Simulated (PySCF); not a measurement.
# Radial density of Hf (hafnium, neutral)

HSE06, [Xe] 4f14 5d4, high-spin 5D determinant (an excited configuration). All numbers are calculated (PySCF 2.14, scalar relativity by spin-free X2C-1e, in x2c-TZVPPall with one added diffuse shell each of s, p, d, f type (12s8p8d4f1g, 113 functions)).

| r (bohr) | 4πr²ρ (e/bohr) | 4πr²(ρα − ρβ) |
| --- | --- | --- |
| 0.0141 | 98.98 | -0.0014 |
| 0.0238 | 86.05 | -0.0024 |
| 0.0400 | 110.4 | 0.0006 |
| 0.0673 | 127.4 | 0.0388 |
| 0.113 | 101.0 | 0.0922 |
| 0.190 | 111.3 | -0.0065 |
| 0.320 | 58.75 | 0.0633 |
| 0.538 | 60.96 | 0.0275 |
| 0.906 | 19.83 | 0.2325 |
| 1.52 | 8.007 | 1.4337 |
| 2.56 | 1.603 | 1.2037 |
| 4.31 | 0.4444 | 0.4401 |
| 7.25 | 0.04451 | 0.0444 |
| 12.2 | 0.0005657 | 0.0006 |

Densities and radii are taken from the X2C orbitals without a picture-change correction, which distorts them close to the nucleus.

Spin-orbit coupling, absent here, splits the open shell strongly.

Task: Where is the radial spin density 4πr²(ρα − ρβ) most negative, and why is it negative at all?

Result: Around r = 0.190 bohr, down to -0.0065 e/bohr: exchange with the open shell polarises the paired shells in an unrestricted calculation.
